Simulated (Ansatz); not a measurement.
Gas-phase electronic energies from Ansatz, PBE0-D4/def2-TZVP geometries. CBS: MP2 limit from def2 TZ/QZ plus the TZ coupled-cluster correction, frozen cores. This one scheme is used for every species. Functionals use def2-TZVPP. B3LYP here is the variant with VWN-RPA as its local correlation; programs differ in this. For Se outer-core shells are correlated without core-valence functions, which leaves a few kJ/mol of doubt a bond. Scalar relativity is left out up to krypton. One conformer a species, not always the lowest.

`[SeH]C1BO1` + H₂ → H₂Se + `B1CO1`  (hydrogenolysis of the Se–C bond)

```json
{"level": "LDA (SPW92)", "ΔE (kcal/mol)": "-12.2", "difference from CCSD(T)/CBS": "1.2"}
{"level": "revPBE-D4", "ΔE (kcal/mol)": "-10.0", "difference from CCSD(T)/CBS": "3.4"}
{"level": "PBE0-D4", "ΔE (kcal/mol)": "-13.6", "difference from CCSD(T)/CBS": "-0.2"}
{"level": "r2SCANh-D4", "ΔE (kcal/mol)": "-13.3", "difference from CCSD(T)/CBS": "0.1"}
{"level": "BHLYP-D4", "ΔE (kcal/mol)": "-15.7", "difference from CCSD(T)/CBS": "-2.3"}
{"level": "ωB97X-V", "ΔE (kcal/mol)": "-14.3", "difference from CCSD(T)/CBS": "-0.9"}
{"level": "PBE-QIDH", "ΔE (kcal/mol)": "-14.1", "difference from CCSD(T)/CBS": "-0.7"}
{"level": "PBE0", "ΔE (kcal/mol)": "-14.7", "difference from CCSD(T)/CBS": "-1.3"}
{"level": "B3LYP", "ΔE (kcal/mol)": "-15.7", "difference from CCSD(T)/CBS": "-2.3"}
{"level": "CCSD/def2-SVP", "ΔE (kcal/mol)": "-18.7", "difference from CCSD(T)/CBS": "-5.3"}
{"level": "CCSD(T)/def2-SVP", "ΔE (kcal/mol)": "-17.3", "difference from CCSD(T)/CBS": "-3.9"}
{"level": "HF/def2-TZVPP", "ΔE (kcal/mol)": "-20.9", "difference from CCSD(T)/CBS": "-7.5"}
{"level": "MP2/def2-TZVPP", "ΔE (kcal/mol)": "-11.6", "difference from CCSD(T)/CBS": "1.8"}
{"level": "CCSD/def2-TZVPP", "ΔE (kcal/mol)": "-15.4", "difference from CCSD(T)/CBS": "-2.0"}
{"level": "CCSD(T)/def2-TZVPP", "ΔE (kcal/mol)": "-13.6", "difference from CCSD(T)/CBS": "-0.2"}
{"level": "MP2/CBS(def2)", "ΔE (kcal/mol)": "-11.3", "difference from CCSD(T)/CBS": "2.1"}
{"level": "CCSD(T)/CBS", "ΔE (kcal/mol)": "-13.4", "difference from CCSD(T)/CBS": "0"}
```

Largest T1 diagnostic among the species: 0.016.

At CCSD(T), def2-SVP lies −3.9 kcal/mol from the extrapolated value and def2-TZVPP −0.2 kcal/mol. The D4 term adds +2.2 kcal/mol with B3LYP and +1.2 kcal/mol with PBE0; it sums over pairs of atoms, weighted by their polarisabilities, and B3LYP, whose exchange is more repulsive, gets the larger term. From PBE to PBE0 (25 % exact exchange), in def2-TZVPP and without D4, ΔE moves by −2.0 kcal/mol.
